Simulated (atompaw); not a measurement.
**What one change does to a pseudopotential (zinc, PAW (atompaw))**

Zn (Z = 30), PAW, made with atompaw 4.2.0.5 (PBE, scalar-relativistic). Core [Ar], reference 3d10 4s1.5 4p0.5. Waves: 4s (bound): rc 2.65 bohr; 4s channel at 3.2 Ry: rc 2.40 bohr; 4p (bound): rc 2.65 bohr; 4p channel at 0.6 Ry: rc 2.65 bohr; 3d (bound): rc 1.65 bohr; 3d channel at 3.2 Ry: rc 1.65 bohr. Local part: bessel scheme, radius 2.45 bohr. Core correction: smooth core density matched at 2.05 bohr. Augmentation charge: gaussian compensation charge, radius 2.50 bohr; PAW radius 2.65 bohr; waves and projectors: custom polynom2 7 10 vanderbiltortho.

Change: local potential ultrasoft scheme with l = 3 at -0.5 Ry, radius 2.45 bohr.

Cutoffs: the cutoffs (Ry, on a coarse ladder) from which the occupation-weighted sum of valence levels, in a spherical-Bessel basis at the reference potential, stays within 10 and 1 mRy of its value at 400 Ry; they do not see the model core or the augmentation charge, which bear on the density cutoff.

Problem. What does the change do?

Solution. The potential gets softer (90 Ry and 260 Ry → 70 Ry and 260 Ry); a bound ghost appears in s, which as a rule spoils a file. A state that the projectors do not describe sees the local part alone, so a deeper or shallower local part can create or remove a ghost.

```csv
quantity,base,changed
"cutoff, loose",90 Ry,70 Ry
"cutoff, tight",260 Ry,260 Ry
bound ghosts,none,s
s: phases at 2.66 bohr within 0.05 rad from the reference energy up to (Ry; the scan ends near 5),3.5,3.8
p: phases at 2.66 bohr within 0.05 rad from the reference energy up to (Ry; the scan ends near 5),3.9,4.0
d: phases at 2.66 bohr within 0.05 rad from the reference energy up to (Ry; the scan ends near 5),0.4,0.4
lowest overlap eigenvalue by channel,"s 0.79, p 0.90, d 0.96","s 0.69, p 0.90, d 0.94"
```

 A true bound ghost makes a file unfit for plane-wave use even where its test errors are small: the radial tests pick states by their node count and pass the ghost by. The cutoffs see the waves, projectors and local potential, not the compensation charge or the core.
